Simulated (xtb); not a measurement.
Job for xtb: GFN1-xTB on P2+, 2S+1 = 2, a spin state set in the input, which need not be the lowest, a point of a bond scan (R = 2.152 Å). Charge +1.

```
$ xtb mol.xyz --gfn 1 --sp --chrg 1 --uhf 1
2

P      0.00000000     0.00000000     0.00000000
P      0.00000000     0.00000000     2.15226700
```

The head of its log:

```
[...]
           -------------------------------------------------
          |                Calculation Setup                |
           -------------------------------------------------



           -------------------------------------------------
          |                 G F N 1 - x T B                 |
           -------------------------------------------------

        Reference                      10.1021/acs.jctc.7b00118
      * Hamiltonian:
        H0-scaling (s, p, d)           1.850000    2.250000    2.000000
        zeta-weighting                 0.000000
      * Dispersion:
        s8                             2.400000
        a1                             0.630000
        a2                             5.000000
        s9                             0.000000
      * Repulsion:
        kExp                           1.500000
        rExp                           1.000000
      * Coulomb:
        alpha                          2.000000
        third order                    atomic
        anisotropic                    false
      * Halogen bond correction:
        rad-scale                      1.300000
        damping                        0.440000


          ...................................................
          :                      SETUP                      :
          :.................................................:
          :  # basis functions                  20          :
          :  # atomic orbitals                  18          :
          :  # shells                            6          :
          :  # electrons                         9          :
          :  # halogen bonds                     0          :
          :  max. iterations                   250          :
          :  Hamiltonian                  GFN1-xTB          :
          :  restarted?                      false          :
          :  GBSA solvation                  false          :
          :  PC potential                    false          :
          :  electronic temp.          300.0000000     K    :
          :  accuracy                    1.0000000          :
          :  -> integral cutoff          0.2500000E+02      :
          :  -> integral neglect         0.1000000E-07      :
          :  -> SCF convergence          0.1000000E-05 Eh   :
          :  -> wf. convergence          0.2000000E-04 e    :
          :  Broyden damping             0.4000000          :
          :  net charge                          1          :
          :  unpaired electrons                  1          :
          ...................................................

 iter      E             dE          RMSdq      gap      omega  full diag
   1     -4.5572842 -0.455728E+01  0.250E+00    1.87       0.0  T
   2     -4.5572990 -0.148557E-04  0.148E+00    1.88       1.0  T
```

Q: What total energy does the run end on?

A: -4.5488 hartree.
